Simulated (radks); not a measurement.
Values are calculated unless marked as measured or tabulated.
Os13+, configuration [Kr] 4d10 4f13 5s2 5p2. Code: a radial shooting solver on a logarithmic mesh with Libxc functionals. Model: scalar-relativistic Kohn-Sham, PBEsol, spin-polarised, spherical densities, finite nucleus; open shells are filled with parallel spins first (spin-orbit coupling, left out, can overturn this in heavy ions); Fermi nuclear charge, rms radius 5.4126 fm.

Normalised radial functions P(r) = r R(r), r in bohr:

r,4d down,4f down,5p down
0.001298,0.0000,0.0000,0.0037
0.001936,0.0001,0.0000,0.0071
0.002911,0.0004,0.0000,0.0140
0.004343,0.0011,0.0000,0.0268
0.006531,0.0033,0.0000,0.0510
0.009744,0.0096,0.0001,0.0928
0.01465,0.0275,0.0004,0.1607
0.02186,0.0731,0.0018,0.2485
0.03261,0.1800,0.0073,0.3219
0.04904,0.3978,0.0277,0.2877
0.07316,0.7150,0.0915,0.0389
0.11,0.9413,0.2643,-0.3534
0.1641,0.6143,0.6099,-0.4092
0.2468,-0.4900,1.0945,0.2175
0.3682,-1.5025,1.4078,0.6795
0.5493,-1.4043,1.2568,-0.0564
0.826,-0.5948,0.7325,-1.1058
1.232,-0.1049,0.2467,-0.9561
1.853,-0.0050,0.0337,-0.2501
2.765,0.0000,0.0012,-0.0157

4d down: eigenvalue -522.95 eV, 1 radial node at r = 0.211 bohr, <r> = 0.483 bohr, 90 % of the charge inside 0.720 bohr. 4f down: eigenvalue -299.64 eV, 0 radial nodes, <r> = 0.521 bohr, 90 % of the charge inside 0.830 bohr. 5p down (empty): eigenvalue -268.30 eV, 3 radial nodes at r = 0.0763, 0.221, 0.539 bohr, <r> = 1.01 bohr, 90 % of the charge inside 1.43 bohr.
